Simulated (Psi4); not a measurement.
# SnF2 (SMILES [F][Sn][F]): the dipole moment, rung by rung

SnF2: 3 atoms, total charge 0, spin state singlet. As SMILES, `[F][Sn][F]`. Geometry: optimised at PBE0/def2-TZVP.

```xyz
3

F    -1.3470    0.3132   -0.6330
Sn    0.3322    0.7277    0.2287
F     0.9193   -1.1039    0.4153
```

Quantity: the dipole moment, in D. The values are calculated.

```tsv
level	kind	program	value (D)
PBE-D4/def2-TZVPP (density fitting, core potential)	GGA	Psi4	3.49
r2SCAN-D4/def2-TZVPP (density fitting, core potential)	meta-GGA	Psi4	3.55
B3LYP-D4/def2-TZVPP (density fitting, core potential)	global hybrid	Psi4	3.78
PBE0-D4/def2-TZVPP (density fitting, core potential)	global hybrid	Psi4	3.72
wB97M-V/def2-TZVPP (density fitting, core potential)	range-separated hybrid	Psi4	3.74
```

The values span 3.49 to 3.78 D. Magnitudes only.
